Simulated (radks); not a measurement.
Se20+, configuration [Ne] 3s2 3p2. All-electron calculation, scalar-relativistic Kohn-Sham, PBE, spin-polarised, spherical densities, finite nucleus; open shells are filled with parallel spins first; Fermi nuclear charge, rms radius 4.14 fm. Program: a radial shooting solver on a logarithmic mesh with Libxc functionals.

Normalised radial functions P(r) = r R(r), r in bohr:

```
   r/bohr * 2p up, o 3s up, + 3p down (the largest magnitude, 2.37, reaches the edge; | marks zero, & curves that meet)
 0.002048                             &o
  0.00229                             & o
 0.002562                             & o
 0.002865                             & o
 0.003205                             & o
 0.003585                             & o
 0.003977                             &  o
 0.004449                             &  o
 0.004976                             &  o
 0.005566                             &  o
 0.006225                             &   o
 0.006963                             +*  o
 0.007726                             +*  o
 0.008642                             +*   o
 0.009666                             |&   o
  0.01081                             |&   o
  0.01209                             |+*  o
  0.01353                             |+*   o
  0.01501                             |+*   o
  0.01679                             |+ *  o
  0.01878                             | +*  o
    0.021                             | + * o
  0.02349                             | +  *o
  0.02607                             |  +  &
  0.02916                             |  +  o*
  0.03261                             |   +o  *
  0.03648                             |    &    *
   0.0408                             |   o+     *
  0.04563                             |  o  +      *
  0.05063                             | o    +      *
  0.05664                             o       +       *
  0.06335                           o |        +        *
  0.07085                         o   |        +          *
  0.07925                        o    |         +           *
  0.08864                      o      |          +            *
  0.09836                    o        |          +             *
     0.11                   o         |          +              *
   0.1231                  o          |         +                *
   0.1376                  o          |        +                 *
    0.154                   o         |      +                  *
   0.1708                    o        |    +                   *
   0.1911                       o     | +                    *
   0.2137                          o +|                    *
    0.239                        +    |o                *
   0.2674                     +       |    o         *
   0.2991                 +           |         o *
   0.3318              +              |        *   o
   0.3712            +                |      *        o
   0.4151           +                 |    *            o
   0.4643           +                 |  *               o
   0.5194            +                | *               o
   0.5809              +              |*              o
   0.6446                +            *            o
    0.721                   +         *         o
   0.8064                      +      *      o
    0.902                        +    *    o
    1.009                          +  *  o
    1.128                           + *o
    1.252                            +*o
    1.401                             &
    1.567                             &
```

2p up: eigenvalue -2231.2 eV, 0 radial nodes, <r> = 0.169 bohr, 90 % of the charge inside 0.274 bohr. 3s up: eigenvalue -879.51 eV, 2 radial nodes at r = 0.0566, 0.233 bohr, <r> = 0.489 bohr, 90 % of the charge inside 0.709 bohr. 3p down (empty): eigenvalue -809.76 eV, 1 radial node at r = 0.207 bohr, <r> = 0.479 bohr, 90 % of the charge inside 0.710 bohr.
